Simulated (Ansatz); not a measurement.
C3H7ClSi (`CC(C)[Si]Cl`), charge 0, multiplicity 1.

Give a relaxed structure at PBE0-D4/def2-TZVP (the Gaussian-basis code of Ansatz). (Estimate.)

Ansatz gave: 
Cartesian coordinates in Å:
```
C 1.2654 -0.4484 0.0816
C -0.1939 -0.4546 -0.3461
C -0.7351 0.9641 -0.5662
Si -1.4593 -1.2981 0.7985
Cl -0.9182 -0.4401 2.6309
H 1.3915 0.0803 1.0290
H 1.8886 0.0530 -0.6664
H 1.6597 -1.4599 0.2117
H -0.2905 -1.0035 -1.2941
H -0.2048 1.4548 -1.3883
H -1.8016 0.9797 -0.8222
H -0.6018 1.5727 0.3316
```
This is one stationary point; other conformers may exist.
